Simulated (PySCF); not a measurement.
CH₅ClF₂Si₂, SMILES FC[Si@](F)([SiH3])Cl.

Geometry: B3LYP-D3(BJ)/def2-SVP. The structure was generated by enumeration; whether it is a known compound was not checked. One conformer was computed; it need not be the lowest.

All values below come from PBE/def2-TZVP (PySCF).

Computed frontier levels, gap, dipole moment and polarisability:
```
Item                                                                                                           Result
---------------------------------------------------------------------------------------------  ----------------------
highest occupied level                                                                                       -7.04 eV
lowest empty level                                                                                           -1.42 eV
orbital gap                                                                                                   5.62 eV
dipole moment                                                                                                  1.20 D
quadrupole, principal values (traceless, Buckingham form, about the centre of nuclear charge)  -6.25, -1.33, 7.58 D·Å
mean static polarisability                                                                      80.7 bohr³ (11.96 Å³)
polarisability, principal values                                                               67.5, 81.6, 93.1 bohr³
```
